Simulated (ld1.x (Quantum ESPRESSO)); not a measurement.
# Before and after: TM potential for tin (Sn)

- Element: Sn
- Generator: ld1.x (Quantum ESPRESSO) 7.5
- Type: norm-conserving Troullier–Martins (Kleinman–Bylander form)
- Functional: PBE
- Relativity: scalar-relativistic
- Frozen core: [Kr] 4d10
- Valence charge: 4
- Reference configuration: 5s2 5p1 (charge +1)
- Partial waves: 5s (bound): rc 1.95 bohr; 5d channel at 0.05 Ry: rc 1.70 bohr; 5p (bound): rc 1.80 bohr
- Local potential: the p channel
- Core correction: a·sin(br)/r model core inside 1.30 bohr

All-electron outer shells of the reference configuration (PBE, scalar-relativistic, ld1.x):

| shell | level (eV) | outermost node (bohr) | outermost maximum (bohr) |
| --- | --- | --- | --- |
| 5s | -17.81 | 0.98 | 1.99 |
| 5p | -10.25 | 1.08 | 2.43 |

Change: all radii but the core radius scaled by about 1.23 (s 2.40, p 2.22, d 2.10 bohr).

Cutoffs: the cutoffs (Ry, on a coarse ladder) from which the occupation-weighted sum of valence levels, in a spherical-Bessel basis at the reference potential, stays within 10 and 1 mRy of its value at 400 Ry; they do not see the model core or the augmentation charge, which bear on the density cutoff. Errors are all-electron minus pseudo energies relative to the spin-unpolarised reference configuration.

**Question.** Predict the effect on cutoff, ghosts and configuration errors.

**Answer.** The potential gets softer (30 Ry and 45 Ry → 18 Ry and 30 Ry); the bound ghosts move from d, s to d; of the 7 tests that both files solve, the error grows in 2 and shrinks in 1 by more than 15 % and 0.3 meV (median size 5.2 → 12.5 meV). A larger radius leaves more room for a smooth pseudo-wave, so fewer plane waves are needed.

| quantity | base | changed |
| --- | --- | --- |
| cutoff, loose | 30 Ry | 18 Ry |
| cutoff, tight | 45 Ry | 30 Ry |
| loose cutoff by channel (10 mRy a level) | s 10 Ry, p 25 Ry | s 10 Ry, p 8 Ry |
| bound ghosts | s, d | d |
| error for 5s2 5p2, meV [ΔE -6.87 eV] | -4.2 | -3.7 |
| error for 5s2 5p0, meV [ΔE 13.95 eV] | -31 | -24 |
| error for 5s1 5p0, meV [ΔE 44.92 eV] | -265 | -239 |
| error for 5s1 5p3, meV [ΔE 0.10 eV] | -3.6 | -13 |
| error for 5s1 5p2, meV [ΔE 7.65 eV] | -13 | -21 |
| error for 5s2 5p2.3, meV [ΔE -7.72 eV] | -5.2 | -4.9 |
| error for 5s2 5p1.5, meV [ΔE -4.26 eV] | -1.4 | -1.1 |

 A true bound ghost makes a file unfit for plane-wave use even where its test errors are small: the radial tests pick states by their node count and pass the ghost by.
